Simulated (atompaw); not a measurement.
## Ranking PAW (atompaw) potentials for Re

All share these settings but for the change named:

```
Element                 : rhenium
Generator               : atompaw 4.2.0.5
Type                    : PAW
Functional              : PBE
Relativity              : scalar-relativistic
Frozen core             : [Kr] 4d10 4f14
Valence charge          : 15
Reference configuration : 5s2 5p6 5d5 6s2 6p0
Partial waves           : 5s (bound): rc 1.60 bohr; 6s (bound): rc 2.05 bohr; 5p (bound): rc 1.50 bohr; 6p (bound, empty): rc 1.75 bohr; 5d (bound): rc 2.05 bohr; 5d channel at 0.2 Ry: rc 1.75 bohr
Local potential         : bessel scheme, radius 2.05 bohr
Core correction         : smooth core density matched at 1.75 bohr
Augmentation charge     : sinc compensation charge, radius 1.50 bohr; PAW radius 2.05 bohr; waves and projectors: custom rrkj gramschmidtortho
```

Cutoff: the first of the cutoffs (Ry, on a coarse ladder) from which the occupation-weighted sum of valence levels, in a spherical-Bessel basis at the reference potential, stays within 10 and 1 mRy of its value at 400 Ry; the density cutoff is not measured.

The base gives 35 Ry.

Of 7 variants that were run, those that failed, showed a ghost or another fault, or gave nearly equal values are left out.

A variant can come out equal or close to the base.

Task: Rank these variants from softest to hardest (loose cutoff).
A. all radii scaled by about 1.30 (s 2.08, p 1.94, d 2.66 bohr); local potential bessel scheme, radius 2.66 bohr; augmentation sinc compensation charge, radius 1.94 bohr; PAW radius 2.66 bohr; waves and projectors: custom rrkj gramschmidtortho; core correction smooth core density matched at 2.28 bohr
B. all radii scaled by about 1.06 (s 1.70, p 1.60, d 2.18 bohr); local potential bessel scheme, radius 2.18 bohr; augmentation sinc compensation charge, radius 1.60 bohr; PAW radius 2.18 bohr; waves and projectors: custom rrkj gramschmidtortho; core correction smooth core density matched at 1.86 bohr
C. all radii scaled by about 1.14 (s 1.82, p 1.72, d 2.34 bohr); local potential bessel scheme, radius 2.34 bohr; augmentation sinc compensation charge, radius 1.72 bohr; PAW radius 2.34 bohr; waves and projectors: custom rrkj gramschmidtortho; core correction smooth core density matched at 2.00 bohr
D. all radii scaled by about 0.90 (s 1.44, p 1.36, d 1.86 bohr); local potential bessel scheme, radius 1.86 bohr; augmentation sinc compensation charge, radius 1.36 bohr; PAW radius 1.86 bohr; waves and projectors: custom rrkj gramschmidtortho; core correction smooth core density matched at 1.58 bohr

Result: A (25 Ry), C (30 Ry), B (35 Ry), D (45 Ry).
